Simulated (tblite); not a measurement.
C₅H₆O₃ (charge +1 and doublet state).
SMILES with atom numbers: `[CH3:1][O:2][C+:3]1[CH:4][O:5][CH:6]=[CH:7][O:8]1` (hydrogens: H9, H10, H11 on C1; H12 on C4; H13 on C6; H14 on C7)

Computed geometry: GFN2-xTB, gas phase. This method treats the open shell by occupation alone, without spin polarisation.

(1) What internal coordinates does the optimisation give?

Results:

(1) 
| bond | length (Å) | order |
| --- | --- | --- |
| C1–O2 | 1.429 | single |
| O2–C3 | 1.292 | single |
| C3–C4 | 1.383 | single |
| C4–O5 | 1.338 | single |
| O5–C6 | 1.347 | single |
| C6=C7 | 1.344 | double |
| C7–O8 | 1.365 | single |
| C3–O8 | 1.356 | single |
| C1–H9, C1–H10, C1–H11 | 1.090 | single |
| C4–H12 | 1.079 | single |
| C6–H13 | 1.079 | single |
| C7–H14 | 1.078 | single |

Bonds in one row agree within 0.01 Å and their mean is given. Orders are formal, as drawn. A selection of angles:
| angle | degrees |
| --- | --- |
| O2–C1–H9 | 110.8 |
| O2–C1–H10 | 105.4 |
| H9–C1–H10 | 110.3 |
| C1–O2–C3 | 120.1 |
| O2–C3–C4 | 121.4 |
| O2–C3–O8 | 118.1 |
| C4–C3–O8 | 120.5 |
| C3–C4–O5 | 121.7 |
| C3–C4–H12 | 122.8 |
| O5–C4–H12 | 115.5 |
| C4–O5–C6 | 117.4 |
| O5–C6–C7 | 121.8 |
| O5–C6–H13 | 114.0 |
| C7–C6–H13 | 124.2 |
| C6–C7–O8 | 121.9 |
| C6–C7–H14 | 125.1 |
| O8–C7–H14 | 113.1 |
| C3–O8–C7 | 116.7 |

Torsions: C1–O2–C3–C4 180° (antiperiplanar); O2–C3–C4–O5 180° (antiperiplanar); C3–C4–O5–C6 0° (synperiplanar); C4–O5–C6–C7 0° (synperiplanar); O5–C6–C7–O8 0° (synperiplanar); C6–C7–O8–C3 0° (synperiplanar); O2–C3–O8–C7 180° (antiperiplanar).

O8 (oxygen bonded to 2 C) is bent (angle 116.7°). O5 (oxygen bonded to 2 C) is bent (angle 117.4°). C3 (carbon bonded to C and 2 O) is planar (angles 121.4°, 120.5° and 118.1°, sum 360.0°, 0.00 Å off the plane of its three neighbours). The 2 C–C bonds span 1.344 Å (C6=C7, drawn double) to 1.383 Å (C3–C4, drawn single), a spread of 0.039 Å. C4 (carbon bonded to C, O and H) is planar (angles 122.8°, 121.7° and 115.5°, sum 360.0°, 0.00 Å off the plane of its three neighbours). C7 (carbon bonded to C, O and H) is planar (angles 125.1°, 121.9° and 113.1°, sum 360.0°, 0.00 Å off the plane of its three neighbours). The 6 C–O bonds span 1.292 Å (O2–C3, drawn single) to 1.429 Å (C1–O2, drawn single), a spread of 0.137 Å.

Point group: Cs (tolerance 0.08 Å). Its GFN2-xTB frequencies are all real (lowest 107 cm⁻¹). 2 starts were optimised and ended at 0.00 and 3.23 kcal/mol (GFN2-xTB); the lowest of these is shown.

One conformer stands for the species.
